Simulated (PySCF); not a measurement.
Compound: C6H11FS.
SMILES with atom numbers: `[CH3:1][C@@H:2]1[CH2:3][CH2:4][S:5][C@@H:6]1[CH2:7][F:8]`

Geometry (GFN2-xTB, Å), atoms numbered from 1 in this order:
```xyz
19
C6H11FS angstrom
C      0.0539    1.7845   -0.5980
C     -0.3646    0.3196   -0.5630
C     -1.3047    0.0003    0.6002
C     -1.5230   -1.5018    0.5842
S      0.0773   -2.2468    0.1057
C      0.8152   -0.6544   -0.4414
C      1.9433   -0.2303    0.4947
F      1.4961    0.1899    1.7205
H      0.4893    2.0878    0.3502
H      0.7763    1.9602   -1.3923
H     -0.8178    2.4072   -0.7848
H     -0.8854    0.0785   -1.4979
H     -2.2541    0.5266    0.4948
H     -0.8426    0.3025    1.5401
H     -1.8098   -1.9031    1.5534
H     -2.2577   -1.7989   -0.1651
H      1.2784   -0.8396   -1.4137
H      2.6116   -1.0774    0.6785
H      2.5086    0.6045    0.0663
```

Definitions: NICS(0) = −σiso at the ring centroid; NICS(1) = −σiso and NICS(1)zz = −σzz at ±1 Å along the ring normal z. Level: GIAO PBE0/pcSseg-1 (PySCF, non-relativistic, gas phase) on the GFN2-xTB geometry, one conformer.

Ring bond lengths (Å), with Mayer bond orders in brackets: C2–C3 1.529 (0.98), C3–C4 1.518 (1.03), C4–S5 1.829 (0.98), S5–C6 1.838 (1.02), C6–C2 1.535 (0.98).

Question: What do the NICS probes read (ppm)?

Answer: 
```tsv
ring	type	NICS(0)	NICS(1), two faces	NICS(1)zz, two faces	rms pucker (Å)	centre to ring atoms, mean (Å)
C2–C3–C4–S5–C6	5-membered ring with S; formal bonds all single	-8.9	-4.3 / -4.7	-4.6 / -5.5	0.20	1.37
```

Question: What can be read from them?

Answer: 
- C2–C3–C4–S5–C6: mean NICS(1)zz -5.1 ppm, shielded. C2, C3, C4, C6 have four or more neighbours; no verdict on aromaticity is drawn.

Question: List the ring angles and the Hirshfeld charges of the ring atoms.

Answer: 
- C2–C3–C4–S5–C6: C2 106.3° (-0.023 e), C3 106.7° (-0.076 e), C4 106.3° (-0.073 e), S5 94.4° (-0.030 e), C6 105.4° (-0.035 e); sum 518.9° against 540° for a flat convex ring.

Question: What are the shieldings of the ring atoms and their hydrogens in the same run (means over atoms taken as equivalent)?

Answer: 
```json
{"atoms": "C2", "environment": "sp3 CH carbon", "σ isotropic (ppm)": "141.8", "principal values of the symmetric part, first atom (ppm)": "116.6, 149.3, 159.5"}
{"atoms": "C3", "environment": "ring CH2 carbon", "σ isotropic (ppm)": "146.2", "principal values of the symmetric part, first atom (ppm)": "116.7, 156.6, 165.3"}
{"atoms": "C4", "environment": "sp3 carbon bound to sulfur", "σ isotropic (ppm)": "150.3", "principal values of the symmetric part, first atom (ppm)": "115.9, 164.3, 170.7"}
{"atoms": "S5", "environment": "sulfide sulfur", "σ isotropic (ppm)": "472.2", "principal values of the symmetric part, first atom (ppm)": "219.3, 457.1, 740.3"}
{"atoms": "C6", "environment": "sp3 carbon bound to sulfur", "σ isotropic (ppm)": "130.0", "principal values of the symmetric part, first atom (ppm)": "106.1, 138.0, 146.0"}
{"atoms": "H12", "environment": "methine hydrogen", "σ isotropic (ppm)": "29.57", "principal values of the symmetric part, first atom (ppm)": "25.3, 27.9, 35.5"}
{"atoms": "H13", "environment": "methylene hydrogen", "σ isotropic (ppm)": "29.96", "principal values of the symmetric part, first atom (ppm)": "24.6, 28.1, 37.1"}
{"atoms": "H14", "environment": "methylene hydrogen", "σ isotropic (ppm)": "29.65", "principal values of the symmetric part, first atom (ppm)": "26.1, 28.7, 34.1"}
{"atoms": "H15", "environment": "methylene hydrogen", "σ isotropic (ppm)": "28.75", "principal values of the symmetric part, first atom (ppm)": "23.6, 26.0, 36.6"}
{"atoms": "H16", "environment": "methylene hydrogen", "σ isotropic (ppm)": "28.74", "principal values of the symmetric part, first atom (ppm)": "22.7, 26.4, 37.0"}
{"atoms": "H17", "environment": "methine hydrogen", "σ isotropic (ppm)": "28.85", "principal values of the symmetric part, first atom (ppm)": "24.1, 27.4, 35.0"}
```
